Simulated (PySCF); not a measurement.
SMILES Cl[Si](Br)(F)F (BrClF₂Si) (CAM-B3LYP/def2-SVP optimised geometry):

```
5

F     -1.275    -1.435    -1.345
Si    -0.752    -0.755     0.000
F     -1.270     0.755     0.000
Cl     1.270    -0.755     0.000
Br    -1.580    -1.810     1.712
```

Method: CAM-B3LYP/def2-TZVP run with PySCF 2.14.0.

Task: What are the frontier orbital energies and the dipole moment?

Result: HOMO-2 -11.80 eV, HOMO-1 -10.85 eV, HOMO -10.72 eV, LUMO 0.55 eV, LUMO+1 1.80 eV; dipole moment 0.93 D.

On the same geometry PBE/def2-TZVP (PySCF) gives HOMO-2 -8.85 eV, HOMO-1 -8.13 eV, HOMO -8.02 eV, LUMO -1.54 eV, LUMO+1 -0.24 eV; dipole moment 0.87 D.

Meta-Löwdin charges at CAM-B3LYP/def2-TZVP: F1 -0.48, Si2 1.41, F3 -0.48, Cl4 -0.24, Br5 -0.21.
